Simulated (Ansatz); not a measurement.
C3H6BF (`B/C(C)=C/F`). Charge 0, multiplicity 1.

Z-matrix (Å, degrees):
```
C
C 1 1.500
H 1 1.090 2 112.6
H 1 1.093 2 110.4 3 121.2
H 1 1.093 2 110.3 3 -121.2
C 2 1.338 1 122.1 3 0.8
B 2 1.526 1 124.1 3 -179.2
F 6 1.329 2 123.4 1 -0.0
H 6 1.084 2 124.7 1 180.0
H 7 1.198 2 119.6 1 -180.0
H 7 1.197 2 121.1 1 0.1
```

Task: Give the diagnostics of a CCSD(T)/def2-TZVPP run (frozen core, Ansatz). (Best estimate.)

Result: The calculation gave: T1 = 0.0121, largest single amplitude 0.022, largest double 0.055, (T) share of the correlation energy 3.8 %, 10 CCSD cycles. The RHF solution is stable towards an unrestricted one. T1 lies under the customary mark of 0.02 for closed shells.
